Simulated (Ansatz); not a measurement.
Basis-set extrapolation for CH4FOSi (`C[SiH]([O])F`) radical (PBE0-D4/def2-TZVP geometry, frozen core, Ansatz 0.2.0). Multiplicity 2, UHF reference.

|  | def2-TZVPP | def2-QZVPP |
| --- | --- | --- |
| HF | -503.616836 | -503.636599 |
| MP2 correlation | -0.729267 | -0.791982 |
| CCSD(T) correlation | -0.790861 | -0.850354 |

Energies in hartree. Use E(X) = E(∞) + A·exp(−7.88·√X) for Hartree–Fock and E(X) = E(∞) + B·X^(−2.97) for correlation, with X = 3 and 4.

Question: What is the CCSD(T) energy at the basis-set limit?

Answer: HF limit: -503.636599 + (-0.019763) × 0.13774 = -503.63932. Correlation limit: -0.850354 + (-0.059493) × 0.74074 = -0.89442. Total: -504.53374 hartree, 330.9 kJ/mol below CCSD(T)/def2-TZVPP.
